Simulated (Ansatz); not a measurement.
Molecule: sum formula SiN$_{2}$H$_{3}$F$_{2}$, net charge 0, doublet state. It need not be the lowest isomer of its formula. 
Structure (B3LYP-D3(BJ)/def2-TZVP (Ansatz, a first-principles code) minimum search):
SMILES: [NH][Si](N)(F)F
```xyz
8

Si    -0.0273     0.0048    -0.0060
F      0.4630    -0.4276    -1.4603
F     -0.7319    -1.2916     0.5912
N     -1.2064     1.2584     0.0826
N      1.3337     0.5275     0.8346
H     -1.6403     1.5769    -0.7831
H      1.2774     1.0411     1.6975
H      2.2735     0.2858     0.5704
```
Charge 0, spin multiplicity 2.

Property: atomisation energy (electronic, to ground-state atoms), in kcal/mol. Correlated levels leave the core frozen unless marked. UHF or UKS for open shells. Spin-orbit coupling is left out. Non-relativistic unless marked X2C. The coupled-cluster limit lacks core correlation, which all-electron functionals hold. CBS marks a two-point X^-3 extrapolation of the correlation energy; Hartree-Fock from the larger set. [CCSD(T)-MP2]/basis is that difference in the basis named.

```
level                                                                 program  atomisation energy (kcal/mol)
-------------------------------------------------------------  --------------  -----------------------------
HF/STO-3G                                                              Ansatz                          417.7
SVWN5/def2-TZVPD                                                       Ansatz                          839.1
BLYP-D4/def2-TZVPD                                             Ansatz + dftd4                          733.2
BLYP/def2-TZVPD                                                        Ansatz                          724.9
r2SCAN/def2-TZVPD                                                      Ansatz                          725.1
B3LYP/def2-TZVPD                                                       Ansatz                          721.4
PBE0/STO-3G                                                            Ansatz                          667.0
PBE0-D4/def2-TZVPD                                             Ansatz + dftd4                          719.9
BHLYP-D3(BJ)/def2-TZVPD                                        Ansatz + dftd3                          699.2
r2SCANh-D4/def2-TZVPD                                          Ansatz + dftd4                          718.3
r2SCAN0/def2-TZVPD                                                     Ansatz                          706.5
LC-wPBE/def2-TZVPD                                                     Ansatz                          725.0
MP2/cc-pV(T+d)Z                                                        Ansatz                          719.4
RI-MP2/CBS(cc-pV(T+d)Z,cc-pV(Q+d)Z)                                    Ansatz                          748.9
CCSD/6-31G                                                             Ansatz                          523.8
CCSD/cc-pV(T+d)Z                                                       Ansatz                          687.9
CCSD(T)/6-31G*                                                         Ansatz                          639.1
CCSD(T)/cc-pV(T+d)Z                                                    Ansatz                          699.6
CCSD(T)/cc-pVTZ                                                        Ansatz                          693.9
X2C-CCSD(T)/cc-pVTZ-DK                                                 Ansatz                          692.1
RI-MP2/CBS(cc-pV(T+d)Z,cc-pV(Q+d)Z)+[CCSD(T)-MP2]/cc-pV(T+d)Z          Ansatz                          729.1
```
